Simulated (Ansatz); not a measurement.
The molecule SbTe, multiplicity 4 (an upper state: multiplicity 2 came lower at CCSD(T)/def2-TZVPP on PBE0 minima). No spin–orbit coupling.

Constants: fifth-degree fit in 1/R to seven points, most abundant isotopes. Runs in def2 and cc sets follow the lowest solution found near the PBE0 minimum.

Codes used: Ansatz (Gaussian orbitals). Each number belongs to the level named beside it. In def2 rows elements past Kr take small-core potentials, without spin–orbit coupling.

```tsv
level	r_e (Å)	ω_e (cm⁻¹)	ω_e x_e (cm⁻¹)	B_e (cm⁻¹)	dipole (D)
PBE/def2-TZVPP	2.800	184	0.37	0.0343	0.31
PBE0/def2-TZVPP	2.771	193	0.36	0.0350	0.51
wB97X-V/def2-TZVPP	2.753	200	0.34	0.0355	0.67
CCSD/def2-TZVPP	2.780	189	0.36	0.0348	-
CCSD(T)/def2-TZVPP	2.790	185	0.37	0.0346	-
```

Correlated levels freeze the inner cores; with def2 sets outer-core shells near the valence are correlated too.

Ansatz is an electronic-structure program.
